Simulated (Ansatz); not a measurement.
Geometry optimisation, RKS B3LYP-D4/cc-pVDZ (Ansatz 0.2.0).

Input file:

```yaml
crystal:
  periodic: [false, false, false]
  atoms:
    - { symbol: Al, position_ang: [0.0, 0.0, 0.0] }
    - { symbol: H, position_ang: [0.0, 0.0, 1.91] }
    - { symbol: O, position_ang: [1.5415, 0.0, -0.89] }
    - { symbol: H, position_ang: [1.8414, -0.9519, -1.0449] }
    - { symbol: O, position_ang: [-1.5415, 0.0, -0.89] }
    - { symbol: H, position_ang: [-2.0512, -0.8467, -0.6815] }
    - { symbol: O, position_ang: [0.0932, 1.9717, 0.6559] }
    - { symbol: Si, position_ang: [0.6908, 2.464, 2.1468] }
    - { symbol: H, position_ang: [1.0856, 1.2931, 2.9244] }
    - { symbol: H, position_ang: [1.8507, 3.3277, 1.9459] }
    - { symbol: H, position_ang: [-0.3439, 3.1998, 2.8677] }
    - { symbol: H, position_ang: [0.0471, 0.9963, 1.8084] }
basis:
  gaussian: { orbitals: cc-pVDZ }
hamiltonian:
  xc: b3lyp
  dispersion: d4
relax:
  f_tol: 0.15
  max_steps: 25
  restrain:
    - { distance: [0, 6], at: 1.78, k: 30.0 }
    - { distance: [11, 1], at: 0.66, k: 30.0 }
    - { distance: [0, 1], at: 2.76, k: 30.0 }
    - { distance: [11, 6], at: 2.21, k: 30.0 }
```

Run as:

```bash
$ ansatz run input.yaml --threads 4 --pin off --max-ram 5120MiB --backend cpu --events-out ev --progress --plain --runs-dir out
```

**Question.** Where does it end, and by what steps?

**Answer.** The forces met the threshold. The restraints hold the end off the free minimum; the threshold counts their pulls, which the force column leaves out. Restrained pairs: Al1–O7 (2.08 → 1.75 Å), H2–H12 (1.00 → 0.72 Å), Al1–H2 (1.91 → 2.76 Å), O7–H12 (1.51 → 2.22 Å). After 10 steps the energy has fallen by 3.632 eV (the restraints' own energy left out); H12 moved furthest, 1.39 Å.

```tsv
step	energy less start (eV)	largest force component (eV/Å)	accepted
0	0.0000	3.829	yes
1	-0.8477	4.644	yes
2	-1.6924	3.711	yes
3	-2.5924	2.906	yes
4	-3.0891	2.292	yes
5	-3.3412	1.533	yes
6	-3.4785	1.576	yes
7	-3.5512	1.600	yes
8	-3.5916	1.776	yes
9	-3.6215	1.800	yes
10	-3.6321	1.805	yes
```

```xyz
12
Properties=species:S:1:pos:R:3
Al -0.024 0.456 -0.069
H -0.469 -0.963 2.254
O 1.524 -0.162 -0.502
H 1.660 -0.780 -1.228
O -1.533 0.041 -0.779
H -1.634 -0.611 -1.481
O -0.075 1.682 1.183
Si 0.844 2.760 2.077
H 1.647 2.027 3.107
H 1.778 3.536 1.199
H -0.078 3.713 2.768
H -0.427 -0.244 2.224
```

The run took 18 s on 4 threads of Arm Neoverse V2 (shared host), peak memory 0.27 GiB.
